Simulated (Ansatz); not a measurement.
A nudged elastic band was laid between two geometries of CH$_{4}$ClGa (7 atoms, charge 0, multiplicity 1).

Theory: RKS r2SCAN-D4/def2-SVP in Ansatz 0.2.0.

| Quantity | Value |
| --- | --- |
| movable images | 7 |
| climbing image | yes |
| spring | 5.0 eV/Å² |
| optimiser | quadratic models (default) |
| start path | through a guess of the saddle point |
| force threshold | 0.03 eV/Å |
| iteration limit | 60 |
| end points | relaxed |

First end point:

```xyz
7
Properties=species:S:1:pos:R:3
Ga 0.519 -0.227 0.830
Cl 1.882 -1.864 0.435
C -0.579 0.354 -0.672
H -0.383 -0.255 -1.566
H 0.581 0.300 2.293
H -1.648 0.280 -0.414
H -0.372 1.411 -0.905
```

Last end point:

```xyz
7
Properties=species:S:1:pos:R:3
Ga 0.480 -0.256 0.847
Cl 2.111 -1.592 0.346
C -0.597 0.345 -0.660
H -0.642 -0.432 -1.437
H 0.389 0.078 2.365
H -1.618 0.622 -0.356
H -0.123 1.235 -1.106
```

(1) Which bonds break or form, and what moves?

(2) What energy profile does the band end with?

The band took 14 iterations and roughly 5 core-minutes.

Answers

(1) No bond is made or broken.

(2) It converged. The highest image is number 0 of 0 to 8, 0.0 kcal/mol above the ends, which have the same energy within 2 meV. The highest image is an end point: on this band no image between the ends rises above it.

| image | path coordinate (Å) | energy (kcal/mol) |
| --- | --- | --- |
| 0 | 0.00 | 0.0 |
| 1 | 0.11 | 0.0 |
| 2 | 0.21 | 0.0 |
| 3 | 0.30 | 0.0 |
| 4 | 0.40 | 0.0 |
| 5 | 0.50 | 0.0 |
| 6 | 0.59 | 0.0 |
| 7 | 0.69 | 0.0 |
| 8 | 0.78 | 0.0 |

Run time: 2.5 min on 2 threads of Intel(R) Xeon(R) Platinum 8488C (Sapphire Rapids), with other jobs on the host, peak memory 0.16 GiB.
